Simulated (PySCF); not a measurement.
## `COC(=O)[Si]1(O)SC=CS1`: 4 charge schemes on one density

Compound: C₄H₆O₃S₂Si.
SMILES with atom numbers: `[CH3:1][O:2][C:3](=[O:4])[Si:5]1([OH:6])[S:7][CH:8]=[CH:9][S:10]1` (hydrogens: H11, H12, H13 on C1; H14 on O6; H15 on C8; H16 on C9)

Structure used (GFN2-xTB), in Å, numbered top down from 1:
```
atom  x, y, z in Å
C1    -3.141   -0.167    0.376
O2    -1.752    0.078    0.159
C3    -0.987   -0.973   -0.073
O4    -1.380   -2.116   -0.114
Si5    0.870   -0.613   -0.359
O6     1.555   -2.057   -0.615
S7     1.299    0.727   -1.979
C8     2.371    1.765   -1.072
C9     2.598    1.642    0.231
S10    1.857    0.424    1.240
H11   -3.578   -0.650   -0.499
H12   -3.274   -0.817    1.243
H13   -3.596    0.804    0.549
H14    1.048   -2.869   -0.603
H15    2.838    2.531   -1.666
H16    3.263    2.300    0.762
```

Density: PBE0/pcSseg-1 (PySCF); schemes: Mulliken, IAO, Hirshfeld and ESP-fitted. The structure is a single GFN2-xTB conformer in the gas phase; no vibrational or solvent corrections.

Q: For which atoms does the sign change between the 4 schemes (beyond +0.03 e in one, beyond −0.03 e in another)?

A: For none.

Q: Which atoms carry the highest charge in the Mulliken, IAO, Hirshfeld and ESP-fitted schemes?

A: The schemes don't all agree: Mulliken Si5 (+1.070); IAO Si5 (+1.033); Hirshfeld Si5 (+0.370); ESP-fitted C3 (+0.851).

Q: At which atom do the 4 schemes differ most?

A: At C3: from +0.113 (Hirshfeld) to +0.851 e (ESP-fitted), 0.738 e apart.

Q: What partial charge does each atom carry?

A: In e:

| atom | environment | Mulliken | IAO | Hirshfeld | ESP-fitted |
| --- | --- | --- | --- | --- | --- |
| C1 | methoxy carbon | -0.043 | -0.221 | -0.029 | -0.079 |
| O2 | oxygen singly bound to a carbonyl carbon | -0.431 | -0.310 | -0.092 | -0.509 |
| C3 | carbonyl carbon | +0.209 | +0.250 | +0.113 | +0.851 |
| O4 | carbonyl oxygen | -0.415 | -0.454 | -0.249 | -0.565 |
| Si5 | oxygen-bound silicon | +1.070 | +1.033 | +0.370 | +0.399 |
| O6 | silanol oxygen | -0.507 | -0.782 | -0.300 | -0.540 |
| S7 | sulfur bonded to C and Si | -0.196 | -0.083 | -0.054 | -0.150 |
| C8 | alkene CH carbon | -0.224 | -0.290 | -0.083 | -0.210 |
| C9 | alkene CH carbon | -0.224 | -0.290 | -0.083 | -0.209 |
| S10 | sulfur bonded to C and Si | -0.196 | -0.083 | -0.054 | -0.153 |
| H11 | methyl hydrogen | +0.125 | +0.157 | +0.052 | +0.104 |
| H12 | methyl hydrogen | +0.125 | +0.157 | +0.052 | +0.101 |
| H13 | methyl hydrogen | +0.137 | +0.170 | +0.061 | +0.141 |
| H14 | hydroxyl hydrogen | +0.266 | +0.383 | +0.179 | +0.387 |
| H15 | vinylic hydrogen | +0.151 | +0.182 | +0.058 | +0.215 |
| H16 | vinylic hydrogen | +0.151 | +0.182 | +0.058 | +0.216 |

Mean size of the charges over all atoms: IAO 0.314 e, ESP-fitted 0.302 e, Mulliken 0.279 e, Hirshfeld 0.118 e. Each set sums to the total charge, 0, to within 0.001 e. The IAO scheme counts the electrons in orthogonalised intrinsic atomic orbitals, a minimal basis polarised so that it spans the occupied orbitals exactly. The ESP scheme is a least-squares fit of atom-centred charges to the potential on four shells outside the van der Waals surface, with the total charge fixed.

Q: How closely do the schemes follow one another over all atoms?

A: Correlation coefficient and root-mean-square difference: IAO with Hirshfeld 0.98, 0.251 e; Mulliken with IAO 0.97, 0.106 e; Mulliken with Hirshfeld 0.95, 0.224 e; Hirshfeld with ESP-fitted 0.84, 0.254 e; IAO with ESP-fitted 0.81, 0.240 e; Mulliken with ESP-fitted 0.79, 0.240 e.

Q: Sum the charges by element, for elements with more than one atom.

A: 
| element | atoms | Mulliken | IAO | Hirshfeld | ESP-fitted |
| --- | --- | --- | --- | --- | --- |
| C | 4 | -0.281 | -0.551 | -0.082 | +0.353 |
| O | 3 | -1.353 | -1.547 | -0.641 | -1.614 |
| S | 2 | -0.391 | -0.165 | -0.108 | -0.303 |
| H | 6 | +0.955 | +1.230 | +0.461 | +1.164 |

Q: How many electrons does the IAO scheme count on C8?

A: Z − q = 6 − (-0.290) = 6.290.

The run behind these numbers computed NMR shieldings as well. The run took 86 s wall on one thread, Arm Neoverse N1 (aarch64), no GPU, shared host with 64 logical CPUs at a one-minute load of 61, and the process peaked at 0.98 GiB of memory.
